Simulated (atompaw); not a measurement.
# What one change does to a pseudopotential (silver (Ag), PAW (atompaw))

- Element: silver
- Generator: atompaw 4.2.0.5
- Type: PAW
- Functional: PBEsol
- Relativity: scalar-relativistic
- Frozen core: [Ar] 3d10
- Valence charge: 19
- Reference configuration: 4s2 4p6 4d10 5s0 5p1
- Partial waves: 4s (bound): rc 1.70 bohr; 5s (bound, empty): rc 1.65 bohr; 4p (bound): rc 1.20 bohr; 5p (bound): rc 1.80 bohr; 4d (bound): rc 2.10 bohr; 4d channel at 0.8 Ry: rc 2.10 bohr
- Local potential: troulliermartins scheme with l = 3 at -0.5 Ry, radius 1.80 bohr
- Core correction: smooth core density matched at 1.95 bohr
- Augmentation charge: sinc compensation charge, radius 1.75 bohr; PAW radius 2.10 bohr; waves and projectors: modrrkj vanderbiltortho

All-electron outer shells of the reference configuration (PBEsol, scalar-relativistic, ld1.x):

| shell | level (eV) | outermost node (bohr) | outermost maximum (bohr) |
| --- | --- | --- | --- |
| 3p | -559.18 | 0.15 | 0.32 |
| 3d | -360.45 | – | 0.27 |
| 4s | -97.00 | 0.44 | 0.82 |
| 4p | -60.57 | 0.44 | 0.87 |
| 4d | -9.45 | 0.43 | 1.04 |
| 5s | -5.78 | 1.11 | 2.43 |
| 5p | -1.68 | 1.25 | 3.53 |

Change: all radii scaled by about 0.86 (s 1.46, p 1.04, d 1.80 bohr); local potential troulliermartins scheme with l = 3 at -0.5 Ry, radius 1.54 bohr; augmentation sinc compensation charge, radius 1.50 bohr; PAW radius 1.80 bohr; waves and projectors: modrrkj vanderbiltortho; core correction smooth core density matched at 1.68 bohr.

Cutoffs: the cutoffs (Ry, on a coarse ladder) from which the occupation-weighted sum of valence levels, in a spherical-Bessel basis at the reference potential, stays within 10 and 1 mRy of its value at 400 Ry; they do not see the model core or the augmentation charge, which bear on the density cutoff.

**Question.** What does the change do?

**Answer.** The potential gets harder (45 Ry and 80 Ry → 60 Ry and 90 Ry); both files keep a bound ghost (s). A smaller radius makes the pseudo-wave follow the all-electron one further in, where it bends more sharply, so more plane waves are needed.

| quantity | base | changed |
| --- | --- | --- |
| cutoff, loose | 45 Ry | 60 Ry |
| cutoff, tight | 80 Ry | 90 Ry |
| loose cutoff by channel (10 mRy a level) | s 15 Ry, p 35 Ry, d 18 Ry | s 18 Ry, p 35 Ry, d 25 Ry |
| bound ghosts | s | s |
| lowest overlap eigenvalue by channel | s 0.46, p 0.58, d 1.00 | s 0.05, p 0.73, d 1.00 |

 A true bound ghost makes a file unfit for plane-wave use even where its test errors are small: the radial tests pick states by their node count and pass the ghost by. The cutoffs see the waves, projectors and local potential, not the compensation charge or the core.
